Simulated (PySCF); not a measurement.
Species: MoCl₄ (triplet state).
Bonds: Mo1–Cl2, Mo1–Cl3, Mo1–Cl4, Mo1–Cl5.

Level of theory: PySCF, PBE0-D3(BJ)/def2-SVP geometry optimisation, gas phase, def2 core potentials past Kr.

Q: What internal coordinates does the optimisation give?

A: 
```tsv
bond	length (Å)
Mo1–Cl2 and 3 like bonds	2.242
```

Bonds in one row agree within 0.01 Å and their mean is given. A selection of angles:
```tsv
angle	degrees
Cl2–Mo1–Cl3	109.7
Cl2–Mo1–Cl4	111.1
Cl3–Mo1–Cl5	108.1
```

Mo1 (molybdenum bonded to 4 Cl) is tetrahedral (angles from 108.1° to 111.1°).

PBE0-D3(BJ)/def2-SVP frequencies: not computed here. ⟨S²⟩ = 2.011 (exact for a triplet: 2.00).

Hardware: Arm Neoverse V2, one thread (shared host). Cost: 1.8 min of wall time, 0.48 GiB resident at most. This is the geometry optimisation.


Compound: AsBH6.
Bonds: B1–As2. Hydrogens: H3, H4, H5 on B1; H6, H7, H8 on As2.

Computed with PBE0-D3(BJ)/def2-SVP geometry optimisation, gas phase in PySCF.

Question: Give the optimised bond lengths and angles.

Answer: 
```tsv
bond	length (bohr)	order
B1–As2	3.870	single
B1–H3, B1–H4, B1–H5	2.304	single
As2–H6, As2–H7, As2–H8	2.853	single
```

Bonds in one row agree within 0.02 bohr and their mean is given. Orders are formal, as drawn. A selection of angles:
```tsv
angle	degrees
As2–B1–H3	102.7
H3–B1–H4	115.2
B1–As2–H6	118.8
H6–As2–H7	98.8
```

B1 (four-coordinate boron) is distorted tetrahedral (angles from 102.6° to 115.4°). As2 (arsenic bonded to B and 3 H) is distorted tetrahedral (angles from 98.8° to 118.8°).

Point group: C3v (tolerance 0.08 Å). Whether it is a minimum is left open (no frequencies).
